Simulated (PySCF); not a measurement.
Job file and geometry (Å, from GFN2-xTB) of an NMR shielding run on SMILES C=CCNB1SCCS1, C₅H₁₀BNS₂, GIAO PBE0/pcSseg-1 NMR shielding, non-relativistic, gas phase (PySCF 2.14.0, density-fitted response routines); density fitting, a coarse starting grid and PySCF grid level 2 are the driver's defaults:

```
$ OMP_NUM_THREADS=1 python probes_run.py task.json out

{"job": {"kind": "nmr", "xc": "PBE0", "basis": "pcSseg-1"}, "charge": 0, "multiplicity": 1}
C      3.868373    -0.795893    -0.764031
C      2.643572    -0.780193    -0.274315
C      1.799465     0.453607    -0.152823
N      0.556824     0.303611    -0.892716
B     -0.727070     0.257799    -0.379368
S     -1.105707     0.494025     1.384415
C     -2.863360     0.001143     1.220718
C     -3.388625     0.431917    -0.129665
S     -2.183151    -0.029639    -1.432840
H      4.356737     0.105448    -1.097121
H      4.440617    -1.704278    -0.839883
H      2.163216    -1.692482     0.052127
H      2.348390     1.325550    -0.525378
H      1.539081     0.625068     0.895882
H      0.709683     0.165832    -1.881287
H     -2.904811    -1.083357     1.333752
H     -3.413655     0.473299     2.033375
H     -3.516562     1.514692    -0.177480
H     -4.332820    -0.056898    -0.365659
```

Question: Write the output of this run.

Answer: 
```
coarse grid: 17032 points
cycle   1  E = -1071.8394582218  dE =  1.195e+00  |g| = 3.791e-01  |ddm| = 4.009e+00
cycle   2  E = -1071.8472641165  dE = -7.806e-03  |g| = 3.680e-01  |ddm| = 7.424e-01
cycle   3  E = -1071.8788960126  dE = -3.163e-02  |g| = 7.283e-02  |ddm| = 3.546e-01
cycle   4  E = -1071.8798736463  dE = -9.776e-04  |g| = 3.353e-02  |ddm| = 8.457e-02
cycle   5  E = -1071.8801182820  dE = -2.446e-04  |g| = 6.269e-03  |ddm| = 3.031e-02
cycle   6  E = -1071.8801261576  dE = -7.876e-06  |g| = 3.173e-03  |ddm| = 8.907e-03
cycle   7  E = -1071.8801285042  dE = -2.347e-06  |g| = 8.800e-04  |ddm| = 3.192e-03
final grid: 155456 points
cycle   8  E = -1071.9354487255  dE = -3.582e-05  |g| = 1.101e-02  |ddm| = 3.403e-02
cycle   9  E = -1071.9354252383  dE =  2.349e-05  |g| = 1.464e-02  |ddm| = 2.259e-02
cycle  10  E = -1071.9354787091  dE = -5.347e-05  |g| = 1.530e-03  |ddm| = 1.360e-02
cycle  11  E = -1071.9354792554  dE = -5.463e-07  |g| = 2.937e-04  |ddm| = 1.286e-03
cycle  12  E = -1071.9354792726  dE = -1.713e-08  |g| = 1.392e-04  |ddm| = 3.634e-04
cycle  13  E = -1071.9354792776  dE = -4.990e-09  |g| = 2.657e-05  |ddm| = 1.427e-04
cycle  14  E = -1071.9354792777  dE = -1.805e-10  |g| = 5.480e-06  |ddm| = 3.034e-05
converged SCF energy = -1071.9354792777

GIAO shielding tensors (ppm)
atom      isotropic    diamagn.    paramagn.     s11        s22        s33       span
  0 C       64.736     251.498    -186.762    -46.906     80.685    160.430    207.337
  1 C       39.253     256.048    -216.795    -83.587     50.190    151.156    234.744
  2 C      129.238     243.361    -114.123    110.527    126.219    150.969     40.442
  3 N      156.728     322.447    -165.719     76.517    181.187    212.481    135.964
  4 B       57.730     194.456    -136.726     34.893     54.170     84.129     49.236
  5 S      533.988    1059.732    -525.744    450.270    521.281    630.412    180.142
  6 C      144.561     252.400    -107.839    106.525    162.484    164.674     58.150
  7 C      144.693     252.167    -107.474    106.115    162.214    165.749     59.634
  8 S      526.161    1058.920    -532.759    428.752    514.454    635.277    206.525
  9 H       26.312      29.457      -3.145     22.678     25.723     30.536      7.859
 10 H       26.412      27.424      -1.012     23.368     25.325     30.542      7.174
 11 H       25.524      31.974      -6.450     22.139     24.512     29.923      7.784
 12 H       28.064      30.734      -2.669     23.537     27.090     33.566     10.029
 13 H       27.742      31.092      -3.350     22.491     29.162     31.573      9.083
 14 H       28.309      33.659      -5.350     20.475     29.935     34.517     14.043
 15 H       28.603      31.227      -2.624     22.823     26.941     36.045     13.222
 16 H       28.656      29.606      -0.949     22.461     26.604     36.904     14.442
 17 H       28.611      30.214      -1.603     22.891     26.887     36.053     13.162
 18 H       28.727      28.793      -0.066     22.547     26.530     37.105     14.557
```

Size and cost of the density-fitted run: 217 basis functions, 48 s wall time on 1 thread of an Arm Neoverse V1, shared host; peak memory 0.97 GiB.
